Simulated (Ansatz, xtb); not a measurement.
Two structures of Al2F2H2N

Structure a is `[F][Al][NH][AlH][F]`, a doublet and structure b is a doublet given by its coordinates. Both are isolated molecules in the gas phase, relaxed with PBE0-D3(BJ)/def2-SVP; the shapes shown needn't be the lowest conformers.

a (Å):

```xyz
7

Al    1.0082    0.0479   -0.6623
Al   -1.1241    1.5961    1.2117
F    -2.7277    2.0573    1.3069
F     1.1935   -0.7694   -2.1015
N    -0.5993    0.6849   -0.2423
H     2.2491    0.2365    0.2860
H    -1.3507    0.5174   -0.9160
```

b (Å):

```xyz
7

Al    0.1643    0.4786    0.0061
Al   -1.9314   -1.0994    0.0249
F     1.2740    0.4047    1.2455
F     0.1055    1.9323   -0.8040
N    -0.3903   -1.0549   -0.8207
H    -1.5278    0.3240    0.8557
H     0.0730   -1.6304   -1.5139
```

Close contacts (Å): Al1–Al2 2.62, Al1–F3 1.67, Al1–F4 1.67, Al1–N5 1.83, Al2–N5 1.76, Al1–H6 1.90, Al2–H6 1.70, N5–H7 1.01.

Question: Which of the two would you expect CCSD(T)/def2-SVP + ΔMP2/def2-TZVPP electronic energies to favour?

Answer: Not settled: CCSD(T)/def2-SVP + ΔMP2/def2-TZVPP gives E(b) − E(a) = +0.057 eV, but this leans on the basis-set step: CCSD(T) alone gives +0.002 eV.

The same difference at several levels:

```csv
level,geometry,E(b) − E(a) (eV),departure from the last row (eV),"job, with rough time for the two"
PBE0-D3(BJ)/def2-SVP,PBE0-D3(BJ)/def2-SVP,−0.004,−0.061,"optimisation, 1.7 min"
HF/def2-SVP,PBE0-D3(BJ)/def2-SVP,+0.252,+0.195,part of the CCSD(T) run
MP2/def2-SVP,PBE0-D3(BJ)/def2-SVP,+0.047,−0.010,part of the CCSD(T) run
CCSD(T)/def2-SVP,PBE0-D3(BJ)/def2-SVP,+0.002,−0.055,single point
CCSD(T)/def2-SVP + ΔMP2/def2-TZVPP,PBE0-D3(BJ)/def2-SVP,+0.057,,"single point, 65 s"
```

PBE0-D3(BJ)/def2-SVP, CCSD(T)/def2-SVP find them nearly level. The largest departure from CCSD(T)/def2-SVP + ΔMP2/def2-TZVPP is that of HF/def2-SVP, 0.195 eV. Levels run at GFN2-xTB geometries aren't shown. The last row adds to CCSD(T) the change of the MP2 difference between the two basis sets, here +0.055 eV.

With harmonic frequencies from PBE0-D3(BJ)/def2-SVP (ideal gas, rigid rotor, one conformer each, 298.15 K, 1 atm): on the last row, ΔE + ΔZPE = +0.092, ΔH = +0.069, ΔG = +0.139 eV.

Open shells are spin-unrestricted. The correlated steps freeze 13 core orbitals. Programs: Ansatz 0.2.0; the last row on 2 threads of Intel(R) Xeon(R) Platinum 8259CL CPU @ 2.50GHz (Skylake/Cascade Lake) on a shared host.
